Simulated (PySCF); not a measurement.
H2S.

```xyz
3

S      0.0000     0.0000     0.1031
H      0.0000    -0.9702    -0.8249
H      0.0000     0.9702    -0.8249
```

Coordinates come from a B3LYP-D3(BJ)/def2-TZVP optimisation.

Level of theory: PBE0/pcSseg-1 in PySCF. Non-relativistic, no solvent.

Computed absolute GIAO shielding of each atom: isotropic value and principal components (ppm):
| atom | σ(iso) | σ11 | σ22 | σ33 | span |
|---|---|---|---|---|---|
| S1 | 716.8 | 586.4 | 661.6 | 902.2 | 315.8 |
| H2 | 30.5 | 23.8 | 26.4 | 41.2 | 17.4 |
| H3 | 30.5 | 23.8 | 26.4 | 41.2 | 17.4 |
